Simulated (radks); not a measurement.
All-electron atom: W21+ in [Kr] 4d10 5s2 5p5 (not the ground configuration). Method: scalar-relativistic Kohn-Sham, LDA (Slater exchange, Perdew-Wang correlation), spin-unpolarised, spherical densities, point nucleus; computed with a radial shooting solver on a logarithmic mesh with Libxc functionals.

Normalised radial functions P(r) = r R(r), r in bohr:

r              3p
0.002888   0.0537
0.003283   0.0663
0.003761   0.0829
0.004274   0.1022
0.004858   0.1257
0.005566   0.1564
0.006326   0.1914
0.007247   0.2365
0.008237   0.2876
0.009437   0.3522
0.01073    0.4238
0.01219    0.5068
0.01397    0.6080
0.01587    0.7151
0.01819    0.8400
0.02067    0.9651
0.02368    1.1009
0.02691    1.2238
0.03059    1.3322
0.03505    1.4171
0.03983    1.4526
0.04563    1.4237
0.05186    1.3157
0.05942    1.0986
0.06753    0.7890
0.07676    0.3788
0.08794   -0.1503
0.09995   -0.7035
0.1145    -1.2970
0.1301    -1.8009
0.1491    -2.2107
0.1695    -2.4269
0.1926    -2.4516
0.2207    -2.2731
0.2508    -1.9513
0.2873    -1.5159
0.3266    -1.0917
0.3741    -0.6938
0.4252    -0.4065
0.4833    -0.2122
0.5537    -0.0924
0.6293    -0.0365
0.721     -0.0114
0.8195    -0.0032
0.9388    -0.0006
1.067     -0.0001
1.213     0.0000
1.389     0.0000
1.579     0.0000
1.809     0.0000
2.056     0.0000
2.356     0.0000
2.677     0.0000

3p: eigenvalue -3040.4 eV, 1 radial node at r = 0.0848 bohr, <r> = 0.201 bohr, 90 % of the charge inside 0.300 bohr.
